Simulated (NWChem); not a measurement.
System: C$_{2}$H$_{6}$BFO; SMILES CCOBF

```xyz
11

B     -0.5071     1.3240    -0.2685
H     -1.2829     2.0771    -0.7994
F      0.7142     1.7544     0.0479
O     -0.8818     0.0670    -0.0012
C     -0.0303    -0.8906     0.6097
C      0.4506    -1.9023    -0.4057
H      0.8213    -0.3880     1.0959
H     -0.6228    -1.3851     1.3956
H      1.0801    -1.4247    -1.1718
H      1.0468    -2.6850     0.0871
H     -0.4013    -2.3820    -0.9102
```
Atoms are numbered in this order, from 1.

Computed with NWChem. Structure relaxed at the PBE0/def2-SVP level. Total energies compare along this basis series because the functional is fixed.

| level | basis functions | energy (Ha) | highest occupied level (eV) | orbital gap (eV) | dipole (D) | relative time |
|---|---|---|---|---|---|---|
| TPSS/pcseg-1 | 100 | -279.8248 | -7.77 | 7.58 | 1.73 | 3 |
| TPSS/aug-pcseg-1 | 169 | -279.8376 | -7.79 | 7.28 | 1.64 | 10 |
| TPSS/pcseg-2 | 234 | -279.9915 | -7.76 | 7.40 | 1.65 | 20 |
| TPSS/STO-3G | 31 | -276.1776 | -4.13 | 7.70 | 1.84 | 1 |
| TPSS/def2-SVP | 100 | -279.6715 | -7.63 | 7.59 | 1.72 | 3 |

Relative times are rough (shared machine, one core).
